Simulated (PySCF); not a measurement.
This PySCF input asks for the NMR shieldings of SMILES C=CCCC1=CBO[SiH2]1, C₆H₁₁BOSi; the geometry comes from GFN2-xTB.

```python
import basis_set_exchange as bse
import numpy as np
from pyscf import gto, dft
from pyscf.prop import nmr

atoms = """
C    -3.661577   -0.214441    0.034208
C    -2.532717   -0.846020    0.295373
C    -1.213601   -0.514222   -0.324232
C    -0.197665   -0.070727    0.738046
C     1.118341    0.281072    0.125527
C     1.767593    1.445927    0.306894
B     3.127214    1.494440   -0.461056
O     3.356826    0.351188   -1.150623
Si    2.175201   -0.794048   -1.029206
H    -3.703367    0.598649   -0.672315
H    -4.591050   -0.480057    0.508560
H    -2.515356   -1.655989    1.013693
H    -0.816434   -1.395988   -0.835734
H    -1.337431    0.282612   -1.059845
H    -0.598125    0.786147    1.287333
H    -0.053090   -0.890080    1.449415
H     1.350184    2.228420    0.929912
H     3.911560    2.362696   -0.496599
H     2.770433   -1.967410   -0.400026
H     1.637912   -0.991491   -2.370846
"""
names = dict.fromkeys(["C", "B", "O", "Si", "H"], "pcSseg-1")
basis = {el: gto.basis.parse(bse.get_basis(n, elements=[el], fmt="nwchem")) for el, n in names.items()}
mol = gto.M(atom=atoms, basis=basis, charge=0, verbose=0)
mf = dft.RKS(mol, xc="PBE0")
mf.grids.level = 2
mf.grids.alignment = dft.numint.BLKSIZE   # the property module wants whole blocks of grid points
mf.conv_tol = 1e-9
mf.kernel()

calc = nmr.RKS(mf)   # GIAO
C = mf.mo_coeff
Co = C[:, mf.mo_occ > 0]
resp = mf.gen_response(singlet=True, hermi=2)
def vind(x):   # induced exchange potential for any number of trial vectors
    d = np.einsum("pi,xij,qj->xpq", C, 2 * x.reshape(-1, C.shape[1], Co.shape[1]), Co, optimize=True)
    return np.einsum("xpq,pi,qj->xij", resp(d - d.transpose(0, 2, 1)), C, Co, optimize=True).ravel()
mo1, _ = nmr.rhf.solve_mo1(calc, with_cphf=vind)
sigma = calc.kernel(mo1)
for i, s in enumerate(sigma):   # ppm
    w = np.linalg.eigvalsh((s + s.T) / 2)
    print("%2d %-2s iso %8.1f  s11 %8.1f  s22 %8.1f  s33 %8.1f" % (i, mol.atom_pure_symbol(i), w.mean(), *w))
```

Task: Give the expected output.

Result: 
```
 0 C  iso     64.6  s11    -47.4  s22     84.0  s33    157.2
 1 C  iso     39.9  s11    -83.1  s22     47.3  s33    155.5
 2 C  iso    143.4  s11    127.0  s22    138.7  s33    164.7
 3 C  iso    142.5  s11    124.0  s22    139.3  s33    164.1
 4 C  iso     -0.7  s11   -111.1  s22    -34.3  s33    143.3
 5 C  iso     31.6  s11    -80.4  s22     26.5  s33    148.7
 6 B  iso     55.2  s11     25.4  s22     49.3  s33     90.8
 7 O  iso    160.2  s11    -18.1  s22    141.6  s33    357.0
 8 Si iso    356.6  s11    289.5  s22    346.5  s33    434.0
 9 H  iso     26.2  s11     22.7  s22     25.7  s33     30.3
10 H  iso     26.4  s11     23.5  s22     25.4  s33     30.3
11 H  iso     25.5  s11     23.0  s22     24.9  s33     28.7
12 H  iso     29.5  s11     25.3  s22     29.5  s33     33.5
13 H  iso     29.7  s11     26.4  s22     29.9  s33     32.7
14 H  iso     29.2  s11     25.2  s22     29.5  s33     32.9
15 H  iso     28.9  s11     26.0  s22     28.2  s33     32.7
16 H  iso     24.4  s11     19.8  s22     25.3  s33     28.2
17 H  iso     26.3  s11     24.9  s22     26.1  s33     28.0
18 H  iso     26.5  s11     22.9  s22     25.3  s33     31.2
19 H  iso     26.4  s11     22.8  s22     25.9  s33     30.6
```

These numbers come from an equivalent density-fitted implementation of the same equations, which agrees with the script to about 0.01 ppm for H and up to a few tenths of a ppm for heavy atoms, so last digits may differ.

Size and cost of the density-fitted run: 215 basis functions, 39 s wall time on 1 thread of an Arm Neoverse V1, shared host; peak memory 1 GiB.
